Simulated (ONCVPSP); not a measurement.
## Before and after: ONCV potential for lead (Pb)

* Element: Pb (Z = 82)
* Generator: ONCVPSP 4.0.1
* Type: optimised norm-conserving Vanderbilt (ONCV)
* Functional: LDA (Perdew-Zunger)
* Relativity: scalar-relativistic
* Frozen core: [Kr] 4d10 4f14
* Valence charge: 22
* Reference configuration: 5s2 5p6 5d10 6s1.5 6p2.5
* Partial waves: 5s+6s: rc 1.40 bohr, ncon 4, nbas 7, qcut 7.6 1/bohr, 2 projectors; 5p+6p: rc 1.50 bohr, ncon 3, nbas 7, qcut 9.1 1/bohr, 3 projectors, debl 1.4 Ha; 5d: rc 1.30 bohr, ncon 5, nbas 9, qcut 6.2 1/bohr, 1 projector
* Local potential: polynomial inside 0.90 bohr (lpopt 5, dvloc0 3 Ha)
* Core correction: Teter function, parameters optimised by the program

Change: s: qcut 7.4; p: qcut 8.8; d: qcut 6.

Cutoffs: the cutoffs (Ha) at which the residual kinetic energy of the hardest occupied pseudo-wave falls to 1 and 0.1 mHa per electron; they do not see the model core or the augmentation charge, which bear on the density cutoff. Errors are all-electron minus pseudo energies relative to the spin-unpolarised reference configuration.

Question: How do hardness, ghosts and transferability respond?

Answer: The potential gets harder (35 Ha and 75 Ha → 38 Ha and 110 Ha); the errors of the 4 common tests hardly move; neither file shows a bound ghost.

```tsv
quantity	base	changed
cutoff, loose	35 Ha	38 Ha
cutoff, tight	75 Ha	110 Ha
loose cutoff by channel	s 26 Ha, p 18 Ha, d 35 Ha	s 26 Ha, p 17 Ha, d 38 Ha
bound ghosts	none	none
GHOST(+) flags under 300 eV	s at 55.0 eV	s at 53.7 eV
error for 5s2 5p6 5d10 6s2 6p2, meV [ΔE -4.36 eV]	+0.4	+0.4
error for 5s2 5p6 5d10 6s2 6p1, meV [ΔE 2.47 eV]	-2.3	-2.3
error for 5s2 5p6 5d10 6s2 6p0, meV [ΔE 16.24 eV]	-8.4	-8.4
error for 5s2 5p6 5d9 6s2 6p3, meV [ΔE 14.87 eV]	-6.5	-6.7
s: phases at 1.42 bohr within 0.05 rad from the reference energy up to (Ha; the scan ends near 5)	1.6	1.5
p: phases at 1.53 bohr within 0.05 rad from the reference energy up to (Ha; the scan ends near 5)	to the end of the scan	to the end of the scan
d: phases at 1.32 bohr within 0.05 rad from the reference energy up to (Ha; the scan ends near 5)	4.1	4.1
rms error of d²Exc/dni dnj with the model core, mHa	0.18	0.19
```
